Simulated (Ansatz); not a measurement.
Computed with Ansatz on PBE0-D4/def2-TZVP structures; ΔE is electronic, products minus reactants. CCSD(T)/CBS adds triple-zeta CCSD(T) − MP2 to the extrapolated MP2 energy (def2 sets, frozen cores). DFT in def2-TZVPP. B3LYP here is the variant with VWN-RPA as its local correlation; programs differ in this. One conformer a species, not always the lowest.

Consider the formal exchange of groups at the Si–Al bond: `[NH2][Al]([SiH3])[SiH2]O` + `CCC` → `CCC[SiH2]O` + `[NH2][AlH][SiH3]`.

```tsv
level	ΔE (kJ/mol)	difference from CCSD(T)/CBS
PBE-D4	13.4	14.5
r2SCAN-D4	3.5	4.6
PBE0-D4	8.6	9.7
B3LYP-D4	2.1	3.2
ωB97X-V	-1.6	-0.5
ωB97M-V	-8.3	-7.2
B2PLYP	1.4	2.5
PBE	16.8	17.9
r2SCAN	4.3	5.4
PBE0	11.3	12.4
B3LYP	7.4	8.5
HF/def2-TZVPP	-2.8	-1.7
MP2/def2-TZVPP	-7.7	-6.6
SCS-MP2/def2-TZVPP	-6.0	-4.9
CCSD/def2-TZVPP	-1.2	-0.1
CCSD(T)/def2-TZVPP	-0.7	0.4
HF/def2-QZVPP	-3.3	-2.2
MP2/def2-QZVPP	-8.1	-7.0
SCS-MP2/def2-QZVPP	-6.4	-5.3
HF/CBS(def2)	-3.4	-2.3
MP2/CBS(def2)	-8.1	-7.0
CCSD/CBS(def2)	-1.7	-0.6
CCSD(T)/CBS	-1.1	0
```

Largest T1 diagnostic among the species: 0.013.

From PBE to PBE0 (25 % exact exchange), in def2-TZVPP and without D4, ΔE moves by −5.5 kJ/mol. The D4 term adds −5.2 kJ/mol with B3LYP and −2.7 kJ/mol with PBE0; it sums over pairs of atoms, weighted by their polarisabilities, and B3LYP, whose exchange is more repulsive, gets the larger term.
